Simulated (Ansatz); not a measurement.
`[NH2][GeH2][CH2][SiH3]`, relaxed with RKS PBE-D4/def2-SVP in Ansatz from a rough embedded geometry. The force threshold is 0.03 eV/Å; the program also tests the step.

Charge 0, multiplicity 1.

Start:

```xyz
13

N     0.963   -1.146    1.375
Ge   -0.466   -0.048    1.212
C    -0.200    1.059   -0.332
Si   -0.089    0.010   -1.955
H     1.843   -0.561    1.550
H     0.868   -1.707    2.312
H    -1.753   -0.882    1.016
H    -0.570    0.866    2.423
H     0.720    1.605   -0.284
H    -1.075    1.749   -0.478
H    -1.369   -0.802   -2.022
H     0.076    0.823   -3.100
H     1.052   -0.966   -1.715
```

Question: By how much does the energy fall, and how many steps does the optimiser take? (An estimate is asked.)

Answer: Ansatz gave: 0.45 eV, in 14 steps.

Question: Which bonds change most? (Estimate.)

Answer: The calculation gave: Si4–H12 from 1.414 to 1.510 Å; N1–H6 from 1.097 to 1.026 Å; N1–Ge2 from 1.810 to 1.864 Å; Ge2–C3 from 1.918 to 1.969 Å.

Question: Give the relaxed structure. (An estimate is asked.)

Answer: Ansatz gave: 
```xyz
13

N     0.708   -1.286    1.197
Ge   -0.466    0.155    1.345
C    -0.342    1.105   -0.375
Si    0.107   -0.049   -1.813
H     1.698   -1.016    1.246
H     0.555   -2.010    1.909
H    -1.870   -0.481    1.528
H    -0.174    1.128    2.535
H     0.414    1.915   -0.301
H    -1.317    1.595   -0.581
H    -0.794   -1.252   -1.848
H    -0.059    0.691   -3.118
H     1.540   -0.494   -1.724
```
